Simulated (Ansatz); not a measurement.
# Ligand exchange: C2HBrF2 + C4H7ClSi → C2HClF2 + C4H7BrSi

Species: C2HBrF2 `F/C=C(\F)Br`, singlet; C4H7ClSi `C=C[SiH](Cl)C=C`, singlet; C2HClF2 `F/C=C(\F)Cl`, singlet; C4H7BrSi `C=C[SiH](Br)C=C`, singlet. The partners trade Br for Cl: C–Br and Si–Cl bonds give way to C–Cl and Si–Br.

Shapes, held fixed at every level: PBE0-D4/def2-TZVP. Flexible molecules stand in one conformer, not always the lowest. Programs: Ansatz 0.2.0. Electronic energies: no zero-point or thermal term.

| level | kind | ΔE (kJ/mol) | less CCSD(T)/def2-TZVPP |
| --- | --- | --- | --- |
| PBE-D4/def2-TZVPP | GGA | +1.7 | -3.9 |
| r2SCAN-D4/def2-TZVPP | meta-GGA | +2.5 | -3.1 |
| B3LYP-D4/def2-TZVPP | global hybrid | +4.5 | -1.1 |
| PBE0-D4/def2-TZVPP | global hybrid | +0.6 | -5.0 |
| wB97M-V/def2-TZVPP | range-separated hybrid | +3.4 | -2.2 |
| wB97X-V/def2-TZVPP | range-separated hybrid | +3.4 | -2.2 |
| MP2/def2-TZVPP | perturbation theory | +5.5 | -0.1 |
| CCSD(T)/def2-TZVPP | coupled cluster or CI | +5.6 | 0.0 |

The highest level, CCSD(T)/def2-TZVPP, gives ΔE = +5.6 kJ/mol; the levels span +0.6 to +5.6. The column of differences is taken from that level and isn't an error. No measured value is set beside it here. Relativity is left out for Br unless named. Correlated rows may include outer-core shells of Br, which these sets cover unevenly.
